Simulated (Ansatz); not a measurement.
Program: Ansatz. Geometries: PBE0-D4/def2-TZVP. ΔE: electronic, gas phase. CCSD(T)/CBS adds triple-zeta CCSD(T) − MP2 to the extrapolated MP2 energy (def2 sets, frozen cores). This one scheme is used for every species. DFT in def2-TZVPP. Elements past krypton have def2 core potentials. For Y outer-core shells are correlated without core-valence functions, which leaves a few kJ/mol of doubt a bond. One conformer a species, not always the lowest.

Consider the ligand exchange at a Y–O bond: `[CH3][Y]([OH])[F]` + CH₃OH → `C[O][Y]([CH3])[F]` + H₂O.

```csv
level,ΔE (kcal/mol)
PBE-QIDH,-1.1
RPA@PBE/def2-TZVPP,-1.4
```

Question: What does CCSD(T)/CBS give? (Best estimate.)

Answer: Computed: -1.3 kcal/mol. The listed levels differ from it by 0.2, -0.1 kcal/mol.

Largest T1 diagnostic among the species: 0.014.

In def2-TZVPP, CCSD(T) changes the Hartree–Fock value by −1.8 kcal/mol (the triples alone add −0.3 kcal/mol) and MP2 by −2.0 kcal/mol. Leaving LDA and LC-ωPBE aside and taking each functional with its dispersion term where it has one, the values, not all of them listed here, spread over 1.1 kcal/mol, from revPBE-D4 to ωB97X-V.
